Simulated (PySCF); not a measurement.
Isomers of C4H10O2Si2, one GFN2-xTB conformer each. Single-point energies are computed at PBE0/pcSseg-1 (PySCF, gas phase, no added dispersion term), electronic only.

```csv
SMILES,GFN2-xTB relative energy (kcal/mol)
O=CO/C(=C\[SiH3])C[SiH3],65.4
C=C[Si@@H](O)C(=C)O[SiH3],32.3
O=C([SiH2]O[SiH3])C1CC1,8.7
CC[C@@H]1[SiH2]O[SiH2]C1=O,0.0
C[Si]1(OC=O)C[SiH2]C1,49.3
```

Conformers: `[O:1]=[CH:2][O:3]/[C:4](=[CH:5]\[SiH3:6])[CH2:7][SiH3:8]` with O1–C2–O3–C4 1°, C2–O3–C4–C5 -55°, O3–C4–C7–Si8 -79°; `[CH2:1]=[CH:2][Si@@H:3]([OH:4])[C:5](=[CH2:6])[O:7][SiH3:8]` with C1–C2–Si3–O4 0°, C2–Si3–O4–H 111°, C2–Si3–C5–C6 70°, Si3–C5–O7–Si8 177°; `[O:1]=[C:2]([SiH2:3][O:4][SiH3:5])[CH:6]1[CH2:7][CH2:8]1` with O1–C2–Si3–O4 0°, C2–Si3–O4–Si5 0°, O1–C2–C6–C7 35°; `[CH3:1][CH2:2][C@@H:3]1[SiH2:4][O:5][SiH2:6][C:7]1=[O:8]` with C1–C2–C3–Si4 -60°, C2–C3–Si4–O5 -154°, C3–Si4–O5–Si6 12°, Si4–O5–Si6–C7 3°, O5–Si6–C7–O8 151°; `[CH3:1][Si:2]1([O:3][CH:4]=[O:5])[CH2:6][SiH2:7][CH2:8]1` with C1–Si2–O3–C4 179°, Si2–O3–C4–O5 0°, C1–Si2–C6–Si7 136°, Si2–C6–Si7–C8 -8°, C6–Si7–C8–Si2 8°, C1–Si2–C8–Si7 -135°.

Task: What does PBE0/pcSseg-1 give for the same structures?

Result: 
| SMILES | PBE0/pcSseg-1 E (Eh) | PBE0/pcSseg-1 (kcal/mol) | GFN2-xTB (kcal/mol) | point group |
| --- | --- | --- | --- | --- |
| C[Si]1(OC=O)C[SiH2]C1 | -887.30308 | 0.0 | 49.3 | Cs |
| CC[C@@H]1[SiH2]O[SiH2]C1=O | -887.28844 | 9.2 | 0.0 | C1 |
| O=C([SiH2]O[SiH3])C1CC1 | -887.25441 | 30.5 | 8.7 | Cs |
| C=C[Si@@H](O)C(=C)O[SiH3] | -887.23841 | 40.6 | 32.3 | C1 |
| O=CO/C(=C\[SiH3])C[SiH3] | -887.19393 | 68.5 | 65.4 | C1 |

GFN2-xTB puts CC[C@@H]1[SiH2]O[SiH2]C1=O lowest instead; measured from each level's own lowest isomer, the values differ by up to 49.3 kcal/mol (C[Si]1(OC=O)C[SiH2]C1: 49.3 against 0.0). As drawn, the lowest has a four-membered ring and an Si–O bond, which the highest lacks; the highest has a C=C bond outside aromatic rings, which the lowest lacks.

Task: Which frontier levels, dipoles and rotational constants go with these structures?

Result: 
| SMILES | HOMO (eV, PBE0/pcSseg-1) | LUMO (eV) | dipole (D) | A, B, C (MHz) |
| --- | --- | --- | --- | --- |
| C[Si]1(OC=O)C[SiH2]C1 | -7.87 | -0.12 | 2.27 | 1698, 1467, 969.7 |
| CC[C@@H]1[SiH2]O[SiH2]C1=O | -6.72 | -1.30 | 1.89 | 2173, 1182, 810.5 |
| O=C([SiH2]O[SiH3])C1CC1 | -6.98 | -1.30 | 3.02 | 3125, 766.3, 656.3 |
| C=C[Si@@H](O)C(=C)O[SiH3] | -7.17 | -0.38 | 1.95 | 2411, 751.5, 703.9 |
| O=CO/C(=C\[SiH3])C[SiH3] | -7.36 | -0.63 | 2.27 | 2282, 890.9, 769.8 |
